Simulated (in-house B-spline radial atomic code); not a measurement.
Configurations of Sc III (Sc2+), with energies counted from [Ar] 3d1. Method: scalar-relativistic (X2C) TPSS, spin-polarised, spherical fractional occupations, Fermi nucleus of rms radius 3.5459 fm. Calculated with a B-spline radial code for spherical atoms. Shells without spins written out take the highest spin.

Occupations are held fixed; configurations that lie above the ionisation limit could autoionise.

```json
{"configuration": "[Ar] 4s1", "E - E(ref) (eV)": "3.3856", "highest orbital": "4s up", "its <r> (bohr)": "2.954"}
{"configuration": "[Ar] 4d1", "E - E(ref) (eV)": "13.505", "highest orbital": "4d up", "its <r> (bohr)": "4.583"}
{"configuration": "[Ar] 4f(1 up, 0 down)", "E - E(ref) (eV)": "16.934", "highest orbital": "4f up", "its <r> (bohr)": "5.781"}
{"configuration": "[Ne] 3s2 3p5 3d1 4d1", "E - E(ref) (eV)": "44.982", "highest orbital": "4d up", "its <r> (bohr)": "4.508"}
{"configuration": "[Ne] 3s2 3p5 3d1 4f1", "E - E(ref) (eV)": "48.54", "highest orbital": "4f up", "its <r> (bohr)": "5.758"}
```

Problem. Order these further configurations by energy, lowest first.
A. [Ne] 3s2 3p5 3d2
B. [Ne] 3s2 3p(3 up, 2 down) 3d(0 up, 1 down) 4f(1 up, 0 down)
C. [Ne] 3s2 3p5 3d1 4s1
D. [Ar] 4p1
E. [Ne] 3s2 3p(2 up, 3 down) 3d(1 up, 1 down)

Solution. D (7.8056 eV), A (29.626 eV), E (31.582 eV), C (34.459 eV), B (49.736 eV).

Problem. How far above the reference does [Ne] 3s2 3p(3 up, 2 down) 3d(1 up, 0 down) 4p(1 up, 0 down) lie?

Solution. 39.084 eV; its least bound orbital is 4p up with <r> = 3.338 bohr.
